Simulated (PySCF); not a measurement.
PySCF 2.14 output of an unrestricted PBE calculation on a single atom or ion in def2-TZVPPD with the def2 core potential (46 electrons), with scalar relativity through the core potential:

```
SCF conv_tol = 1e-09
number electrons alpha = 7  beta = 4
    J. P. Perdew, K. Burke, and M. Ernzerhof.,  Phys. Rev. Lett. 77, 3865 (1996)
    J. P. Perdew, K. Burke, and M. Ernzerhof.,  Phys. Rev. Lett. 78, 1396 (1997)
    J. P. Perdew, K. Burke, and M. Ernzerhof.,  Phys. Rev. Lett. 77, 3865 (1996)
    J. P. Perdew, K. Burke, and M. Ernzerhof.,  Phys. Rev. Lett. 78, 1396 (1997)
cycle= 1 E= -31.446420451601  delta_E= -0.00355  |g|= 0.0148  |ddm|= 0.399
cycle= 2 E= -31.4464367351138  delta_E= -1.63e-05  |g|= 0.0127  |ddm|= 0.056
cycle= 3 E= -31.4465830872909  delta_E= -0.000146  |g|= 0.000929  |ddm|= 0.0271
cycle= 4 E= -31.4465840389033  delta_E= -9.52e-07  |g|= 0.000102  |ddm|= 0.00215
cycle= 5 E= -31.4465840505118  delta_E= -1.16e-08  |g|= 5.48e-07  |ddm|= 0.00021
cycle= 6 E= -31.4465840505123  delta_E= -4.97e-13  |g|= 6.19e-08  |ddm|= 2.16e-06
converged SCF energy = -31.4465840505123  <S^2> = 3.7515341  2S+1 = 4.000767
```

The run itself started from symmetry-adapted Hartree-Fock orbitals and held the occupation by maximum overlap, on a logarithmic radial grid, so the iterations belong to that start.

**Question.** Which element, charge and spin multiplicity is this?

**Answer.** La (lanthanum, neutral), multiplicity 4; the state was [Xe] 5d3, high-spin 4F determinant (an excited configuration).

Energies and moments cover only the electrons outside the core potential. Spin-orbit coupling, absent here, splits the open shell strongly.
